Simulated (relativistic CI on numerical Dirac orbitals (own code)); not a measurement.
Charge states of molybdenum

Method of calculation: Dirac-Coulomb-Breit CI, separate exchange-only KLI orbitals for each configuration, model QED (radiative potential, 1s self-energy scaled to tabulated hydrogen-like ionisation energies), valence Slater integrals scaled by 0.9 (own radial code, finite nucleus).

Each species is treated in one configuration, given outside its closed core. Radial values are for the open shell of highest l, unscaled and averaged over j; ζ includes the Breit term. Labels give the leading LS character, summed over repeated terms.

| Ion | Configuration | Its lowest level | LS weight (%) | ⟨r⟩ (bohr) | ⟨r²⟩ (bohr²) | ζ (cm⁻¹) | g_J | g√(J(J+1)) |
| --- | --- | --- | --- | --- | --- | --- | --- | --- |
| Mo²⁴⁺ | 3s2 3p6 | 1S_0 | 100 |  |  |  |  | 0.00 |
| Mo²⁵⁺ | 3s2 3p5 | ? | ? | ? | ? | ? | ? | ? |
| Mo²⁶⁺ | 3s2 3p4 | 3P_2 | 78 | 0.3703 | 0.1581 | 128600 | 1.387 | 3.40 |
| Mo²⁷⁺ | 3s2 3p3 | J = 3/2 (mixed) | 47 | 0.3668 | 0.1551 | 131500 | 1.542 | 2.99 |
| Mo²⁸⁺ | 3s2 3p2 | 3P_0 | 80 | 0.3633 | 0.1521 | 134500 |  | 0.00 |
| Mo²⁹⁺ | 3s2 3p | 2P°_1/2 | 100 | 0.36 | 0.1494 | 137600 | 0.661 | 0.57 |
| Mo³⁰⁺ | 3s2 | 1S_0 | 100 |  |  |  |  | 0.00 |
| Mo³¹⁺ | 3s | 2S_1/2 | 100 | 0.3656 | 0.152 |  | 1.997 | 1.73 |
| Mo³²⁺ | 2s2 2p6 | 1S_0 | 100 |  |  |  |  | 0.00 |
| Mo³³⁺ | 2s2 2p5 | 2P°_3/2 | 100 | 0.1292 | 0.02025 | 589600 | 1.324 | 2.56 |
| Mo³⁴⁺ | 2s2 2p4 | 3P_2 | 74 | 0.1278 | 0.01979 | 604400 | 1.360 | 3.33 |
| Mo³⁵⁺ | 2s2 2p3 | J = 3/2 (mixed) | 42 | 0.1264 | 0.01936 | 619600 | 1.430 | 2.77 |
| Mo³⁶⁺ | 2s2 2p2 | 3P_0 | 75 | 0.1251 | 0.01894 | 635000 |  | 0.00 |
| Mo³⁷⁺ | 2s2 2p | 2P°_1/2 | 100 | 0.1239 | 0.01855 | 650800 | 0.651 | 0.56 |
| Mo³⁸⁺ | 2s2 | 1S_0 | 100 |  |  |  |  | 0.00 |
| Mo³⁹⁺ | 2s | 2S_1/2 | 100 | 0.1422 | 0.02373 |  | 1.987 | 1.72 |
| Mo⁴⁰⁺ | 1s2 | 1S_0 | 100 |  |  |  |  | 0.00 |

Q: Fill in the row of Mo²⁵⁺.

A: Its lowest level 2P°_3/2; LS weight (%) 100; ⟨r⟩ (bohr) 0.3739; ⟨r²⟩ (bohr²) 0.1612; ζ (cm⁻¹) 125700; g_J 1.331; g√(J(J+1)) 2.58.
